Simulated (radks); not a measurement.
The numbers below are computed, except where a source is named.
Ionisation of the lithium ion Li+, [He], to 1s1 as the strength of local exchange is varied. Level of theory: scalar-relativistic Kohn-Sham, Slater X-alpha exchange (alpha = 2/3 is LDA exchange), no correlation, spin-unpolarised, spherical densities, finite nucleus; Fermi nuclear charge, rms radius 2.444 fm (a radial shooting solver on a logarithmic mesh with Libxc functionals).

alpha  E(Li+) (hartree)  exchange (hartree)  IE (eV)  -e of the level emptied (eV)  <r> of it (bohr)
0.563          -6.79511            -1.15343   72.995                   54.542 (1s)            0.5994
0.628          -6.92904            -1.30123   75.025                   56.530 (1s)            0.5920
0.667          -7.01012            -1.39137   76.257                   57.740 (1s)            0.5876
0.679          -7.03518            -1.41932   76.638                   58.114 (1s)            0.5863
0.857          -7.41293            -1.84607   82.403                   63.811 (1s)            0.5673
1.012          -7.75112            -2.23614   87.595                   68.984 (1s)            0.5517
1.017          -7.76218            -2.24901   87.766                   69.154 (1s)            0.5512

NIST Atomic Spectra Database: 75.640 eV (theoretical). The Delta-SCF value meets it near alpha = 0.65. Spin polarisation and multiplet splitting are left out, so open shells lie too high by an amount that depends on their filling.

Beside tabulated values, note that spin-unpolarised runs miss the spin-polarisation part of the exchange energy of open shells.
